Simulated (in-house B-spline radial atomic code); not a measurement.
The praseodymium ion Pr³⁺ is squeezed into an impenetrable sphere of radius R (the orbitals vanish at R). No spin polarisation. Level of theory: scalar-relativistic (X2C) PBE, spherical fractional occupations, Fermi nucleus of rms radius 4.8919 fm; calculated with a radial B-spline atomic code at the basis-set limit.

Energies in eV above the free ion in [Xe] 4f2:

```json
{"R (bohr)": "8.76", "highest level (eV)": "-29.8", "[Xe] 4f2": "0", "[Kr] 4d9 4f2 5s2 5p6 5f1": "137.3", "[Kr] 4d9 4f3 5s2 5p6": "111"}
{"R (bohr)": "6.23", "highest level (eV)": "-29.8", "[Xe] 4f2": "0.001648", "[Kr] 4d9 4f2 5s2 5p6 5f1": "138.5", "[Kr] 4d9 4f3 5s2 5p6": "111"}
{"R (bohr)": "5.21", "highest level (eV)": "-29.8", "[Xe] 4f2": "0.03463", "[Kr] 4d9 4f2 5s2 5p6 5f1": "140.5", "[Kr] 4d9 4f3 5s2 5p6": "111"}
{"R (bohr)": "3.92", "highest level (eV)": "-28.9", "[Xe] 4f2": "1.424", "[Kr] 4d9 4f2 5s2 5p6 5f1": "148.7", "[Kr] 4d9 4f3 5s2 5p6": "112.4"}
{"R (bohr)": "3.76", "highest level (eV)": "-28.5", "[Xe] 4f2": "2.223", "[Kr] 4d9 4f2 5s2 5p6 5f1": "151", "[Kr] 4d9 4f3 5s2 5p6": "113.2"}
{"R (bohr)": "3.1", "highest level (eV)": "-24.7", "[Xe] 4f2": "13.43", "[Kr] 4d9 4f2 5s2 5p6 5f1": "172", "[Kr] 4d9 4f3 5s2 5p6": "124.2"}
{"R (bohr)": "2.59", "highest level (eV)": "-16.6", "[Xe] 4f2": "52.49", "[Kr] 4d9 4f2 5s2 5p6 5f1": "226.1", "[Kr] 4d9 4f3 5s2 5p6": "163.1"}
{"R (bohr)": "2.21", "highest level (eV)": "-3.65", "[Xe] 4f2": "145.8", "[Kr] 4d9 4f2 5s2 5p6 5f1": "341.3", "[Kr] 4d9 4f3 5s2 5p6": "256.7"}
{"R (bohr)": "1.72", "highest level (eV)": "55.7", "[Xe] 4f2": "583.1", "[Kr] 4d9 4f2 5s2 5p6 5f1": "842.2", "[Kr] 4d9 4f3 5s2 5p6": "697.6"}
{"R (bohr)": "1.25", "highest level (eV)": "321", "[Xe] 4f2": "2677", "[Kr] 4d9 4f2 5s2 5p6 5f1": "3108", "[Kr] 4d9 4f3 5s2 5p6": "2803"}
```

(1) Does [Kr] 4d9 4f2 5s2 5p6 5f1 fall below [Xe] 4f2 under compression?

(2) Does [Kr] 4d9 4f3 5s2 5p6 fall below [Xe] 4f2 under compression?

The highest level is first positive in the row R = 1.72 bohr, pushed up by confinement above the zero of the free ion's potential. Each configuration is held fixed and needn't be the lowest in the sphere.

Answers

(1) No, it stays above over the whole range.

(2) No, it stays above over the whole range.
